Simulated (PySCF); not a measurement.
PbOBr2, singlet: data card

Level of theory: PBE0/[Pb def2-SVP with ECP60, O def2-SVP, Br def2-SVP], scalar-relativistic core potentials, density fitting, no spin–orbit coupling, PySCF.

The structure is a minimum.

```xyz
4
charge 0 multiplicity 1, angstrom
Pb    0.0000    0.0000    0.5829
O     0.0000    0.0000    2.5140
Br    2.0071    0.0000   -1.0228
Br   -2.0071    0.0000   -1.0228
```

```
Point group                                                                   : C2v
Bond lengths                                                                  : Pb–Br 2.570 Å (×2), Pb–O 1.931 Å
Bond angles                                                                   : Br–Pb–Br 102.7°, Br–Pb–O 128.7° (×2)
Lowest empty level                                                            : -4.51 eV
Heat capacity Cp at 298.15 K                                                  : 76.4 J/(mol K)
Highest occupied level                                                        : -8.34 eV
Enthalpy at 298.15 K above 0 K                                                : 18.97 kJ/mol
Principal polarisabilities                                                    : 40.3, 87.6, 100.5 bohr³
Atomisation energy without zero-point energy                                  : 727 kJ/mol
Dipole moment                                                                 : 1.68 D
Zero-point energy                                                             : 8.4 kJ/mol
Rotational constants                                                          : 0.05004, 0.02651, 0.01733 cm⁻¹
Principal quadrupole moments (Buckingham, traceless) about the centre of mass : -11.07, 2.23, 8.84 D Å
Entropy at 298.15 K and 1 bar                                                 : 370.2 J/(mol K)
Rotational symmetry number                                                    : 2
```

Harmonic modes (masses in u: Pb 207.977, O 15.995, Br 78.918):
| symmetry | ω (cm⁻¹) | IR (km/mol) | type |
| --- | --- | --- | --- |
| a1 | 67 | 1.1 | bend |
| b1 | 92 | 14.9 | bend |
| b2 | 99 | 35.7 | bend |
| a1 | 219 | 8.7 | stretch |
| b2 | 226 | 38.8 | stretch |
| a1 | 708 | 15.2 | stretch |

In C2v the vibrations span 3a1 + b1 + 2b2. Here b1 is antisymmetric to the molecular plane and b2 lies in it.

Charges (e):
| atom | Mulliken | Löwdin | polar tensor | Mayer order to Pb1 |
| --- | --- | --- | --- | --- |
| Pb1 | 0.92 | 0.48 | 1.46 | – |
| O2 | -0.48 | -0.39 | -0.52 | 1.58 |
| Br3,4 | -0.22 | -0.05 | -0.47 | 0.91 |

Mulliken populations on Pb1 (electrons outside its core potential): s 3.45, p 7.38, d 10.24.

Outer orbital energies (eV). occupied: -10.58, -10.19, -9.60, -9.06, -9.06, -8.85, -8.52, -8.34; empty: -4.51, -2.69, -0.16, 1.19.

Counting electrons, lead keeps none of its valence electrons outside its bonds, so the VSEPR class is AX3 and the expected shape is trigonal planar; with unlike ligands the computed point group is C2v.

This need not be the most stable arrangement of these atoms. With an element this heavy the missing spin–orbit coupling can shift these numbers.

The final relaxation and frequency run took 93 s on 2 threads of a shared Arm Neoverse N1 host, with 104 basis functions and 11 gradients; the process peaked at 1.1 GiB.
